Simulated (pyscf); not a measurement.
# H₂N–GeH₂• (SMILES [NH2][GeH2]), doublet

Gas-phase minimum from PySCF at ωB97X-D3(BJ)/def2-SVP, one conformer. Other isomers of H₂N–GeH₂• were not searched in full and may lie lower. 

```
N
H 1 1.0170
H 1 1.0170 2 109.38
Ge 1 1.8387 2 116.69 3 -135.18
H 4 1.5504 1 105.97 2 -172.61
H 4 1.5504 5 110.07 1 -114.18
```
Charge 0, spin multiplicity 2.

Properties at ωB97X-D3(BJ)/def2-SVP:

| Property | Value |
|---|---|
| Harmonic wavenumbers, unscaled | 267, 504, 614, 673, 732, 845, 889, 1559, 2086, 2116, 3588, 3686 cm⁻¹ |
| Zero-point energy | 25.1 kcal/mol |
| Rotational symmetry number | 1 |
| Entropy of this conformer at 298 K and 1 atm, rigid rotor and harmonic oscillator, modes under 100 cm⁻¹ raised to 100 | 274.7 J/(mol K) |
| Dipole moment | 1.42 D |
| Spin expectation value S2 | 0.753 |

Single-point totals, which compare only within one level (frozen core for MP2 and CC):

```json
[
 {"level": "ωB97X-D3(BJ)/def2-TZVP", "total energy (hartree)": "-2134.12194"},
 {"level": "PBE/def2-TZVP", "total energy (hartree)": "-2133.76097"},
 {"level": "r²SCAN/def2-TZVP", "total energy (hartree)": "-2134.10786"},
 {"level": "B3LYP-D3(BJ)/def2-TZVP", "total energy (hartree)": "-2134.20607"},
 {"level": "PBE0-D3(BJ)/def2-TZVP", "total energy (hartree)": "-2133.82185"},
 {"level": "M06-2X/def2-TZVP", "total energy (hartree)": "-2134.12334"},
 {"level": "ωB97M-D3(BJ)/def2-TZVP", "total energy (hartree)": "-2134.17999"},
 {"level": "UHF/def2-TZVPP", "total energy (hartree)": "-2132.14425"},
 {"level": "MP2/def2-TZVPP", "total energy (hartree)": "-2132.60633"},
 {"level": "CCSD/def2-TZVPP", "total energy (hartree)": "-2132.62426"},
 {"level": "CCSD(T)/def2-TZVPP", "total energy (hartree)": "-2132.64164"}
]
```

The CCSD(T) − MP2 part came from Ansatz, without density fitting, on the same reference. The frozen core leaves the outer d or s,p core shells of the metals and heavy elements correlated in the MP2 and CC values, and def2-TZVPP describes them poorly, so these totals are far from the basis limit. Elements up to Kr have no core potential and no relativistic terms here.
